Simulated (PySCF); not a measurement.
Compound: C₆H₁₂O₃Si.
SMILES with atom numbers: `[CH3:1][C@H:2]([O:3][SiH3:4])[C:5](=[O:6])[O:7][CH:8]1[CH2:9][CH2:10]1`

NICS is the negative of the GIAO shielding at a point without a nucleus: at the ring centre (0) and 1 Å above and below it (1); zz is the component along the ring normal. Level: GIAO PBE0/pcSseg-1 (PySCF, non-relativistic, gas phase) on the GFN2-xTB geometry, one conformer.

Ring bond lengths (Å), with Mayer bond orders in brackets: C8–C9 1.494 (0.96), C9–C10 1.501 (0.97), C10–C8 1.497 (0.96).

Q: What do the NICS probes read (ppm)?

A: 
| ring | type | NICS(0) | NICS(1), two faces | NICS(1)zz, two faces | rms pucker (Å) | centre to ring atoms, mean (Å) |
| --- | --- | --- | --- | --- | --- | --- |
| C8–C9–C10 | 3-membered carbocycle; formal bonds all single | -39.7 | -9.1 / -6.9 | -23.7 / -17.1 | 0.00 | 0.86 |

Q: What can be read from them?

A: 
- C8–C9–C10: mean NICS(1)zz -20.4 ppm, shielded. C8, C9, C10 have four or more neighbours; no verdict on aromaticity is drawn. The two faces differ by 6.6 ppm, so no symmetry operation interchanges them. NICS(0) lies 32 ppm below the mean NICS(1).

Q: How shielded are the nuclei of the rings and their hydrogens (means over atoms taken as equivalent)?

A: 
```tsv
atoms	environment	σ isotropic (ppm)
C8	sp3 carbon bound to oxygen	135.8
C9	three-membered-ring carbon	179.9
C10	three-membered-ring carbon	179.2
H on C8	methine hydrogen	26.43
H on C9	methylene hydrogen	30.76
H on C9	methylene hydrogen	30.96
H on C10	methylene hydrogen	30.90
H on C10	methylene hydrogen	30.99
```

Shape of the structure used: `[CH3:1][C@H:2]([O:3][SiH3:4])[C:5](=[O:6])[O:7][CH:8]1[CH2:9][CH2:10]1`: C1–C2–O3–Si4 -98°, C1–C2–C5–O6 105°, C2–C5–O7–C8 178°, C5–O7–C8–C9 157°.
